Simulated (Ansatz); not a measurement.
Consider the ligand exchange at the In–Cl bond: `[Cl][InH2]` + H–F → `[F][InH2]` + HCl.

Program: Ansatz. Geometries: PBE0-D4/def2-TZVP. ΔE: electronic, gas phase. CBS: MP2 limit from def2 TZ/QZ plus the TZ coupled-cluster correction, frozen cores. This one scheme is used for every species. def2 core potentials past Kr. For In outer-core shells are correlated without core-valence functions, which leaves a few kJ/mol of doubt a bond.

`[Cl][InH2]`:

Cartesian coordinates in Å:
```
Cl 0.596 -1.728 0.999
In -0.074 0.216 -0.125
H 1.249 1.160 -0.639
H -1.770 0.352 -0.235
```

H–F:

Z-matrix (Å, degrees):
```
F
H 1 0.920
```

`[F][InH2]`:

Z-matrix (Å, degrees):
```
In
F 1 1.961
H 1 1.702 2 110.4
H 1 1.702 2 110.4 3 180.0
```

HCl:

Z-matrix (Å, degrees):
```
Cl
H 1 1.279
```

```tsv
species	CCSD(T)/CBS(def2) energy (Eh)
`[Cl][InH2]`	-650.81839
H–F	-100.39570
`[F][InH2]`	-290.81142
HCl	-460.38127
```

Work out ΔE.

ΔE = (-290.81142) + (-460.38127) − (-650.81839) − (-100.39570) = 0.02140 Eh = +56.2 kJ/mol.

Largest T1 diagnostic among the species: 0.016.

From BLYP to BHLYP (50 % exact exchange), in def2-TZVPP and without D4, ΔE moves by +16.5 kJ/mol. At CCSD(T), def2-SVP lies −7.9 kJ/mol from the extrapolated value and def2-TZVPP −0.6 kJ/mol.
